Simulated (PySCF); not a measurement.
PySCF input for CH6ClFSi3, SMILES [Si@]1(Cl)(F)C[SiH2][SiH2]1, SMD-ωB97X/6-31G*. Geometry optimised at r2SCAN-D4/def2-SVP. The structure was generated by enumeration; whether it is a known compound was not checked.

```python
import numpy as np
from pyscf import gto, scf, dft
from pyscf.solvent import smd

mol = gto.M(
    atom='''
    F     0.34053825    0.75794018   -1.83696981
    Si    0.51449065    0.21495191   -0.31065932
    Cl    2.47899453    0.57112437    0.23546837
    C    -0.01803190   -1.58361099   -0.24935134
    Si   -1.86900599   -1.26098700    0.14066905
    Si   -1.32137141    0.88264058    0.99259503
    H     0.20401959   -2.19114466   -1.14218949
    H     0.44986997   -2.07302003    0.62464666
    H    -2.48217467   -2.26690563    1.05864878
    H    -2.67008322   -1.16195187   -1.11607172
    H    -2.11116547    2.09336313    0.62546765
    H    -1.02761145    0.85827194    2.45890538
    ''',
    basis='6-31G*',
    charge=0,
    spin=0,
    max_memory=1600,
    verbose=3,
)
mf = dft.RKS(mol, xc='wb97x').density_fit(auxbasis='def2-universal-jkfit')
mf.grids.level = 3
mf.conv_tol = 1e-9
mf.max_cycle = 100
mf.kernel()
res = {}
for name in ['water', 'dichloromethane', 'ethanol']:
    s = mf.SMD()
    s.with_solvent.solvent, s.with_solvent.sasa_ng = name, 194
    s.kernel(mf.make_rdm1())
    res[name] = (s.e_tot, s.with_solvent.get_cds(), s.dip_moment(), s.mo_energy, s.converged)
    print(f'SMD {name}: dG(solv) = {(s.e_tot - mf.e_tot) * 627.509474:.3f} kcal/mol, of which CDS {res[name][1] * 627.509474:.3f}')
```

Program output:

```
converged SCF energy = -1470.22442645588
converged SCF energy = -1470.22313275088
Dipole moment(X, Y, Z, Debye): -2.03979, -1.75475,  1.45179
SMD water: dG(solv) = 0.812 kcal/mol, of which CDS 4.059
converged SCF energy = -1470.23096809162
Dipole moment(X, Y, Z, Debye): -2.00244, -1.67912,  1.38333
SMD dichloromethane: dG(solv) = -4.105 kcal/mol, of which CDS -1.350
converged SCF energy = -1470.23100760025
Dipole moment(X, Y, Z, Debye): -2.02982, -1.73240,  1.43100
SMD ethanol: dG(solv) = -4.130 kcal/mol, of which CDS -1.025
```

The run converged.
